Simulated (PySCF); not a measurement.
Correlation energy of Zr+ (zirconium, charge +1)

[Kr] 4d2 5s1, high-spin 4F determinant. Calculation: PySCF 2.14, in aug-cc-pVDZ-PP with ECP28MDF (5s5p4d2f, 54 functions); a scalar-relativistic core potential. Frozen: 4s2 4p6; 3 electrons correlated.

MP2 pair energies summed by pair of shells (mhartree):

```tsv
pair	energy	share (%)
4d-5s	-6.59	72.6
4d-4d	-2.48	27.4
```

Total MP2 correlation energy: -9.08 mhartree.

Same-spin part -9.08 and opposite-spin part 0.00 mhartree; SCS-MP2 scales them by 1/3 and 6/5 to -3.03 mhartree.
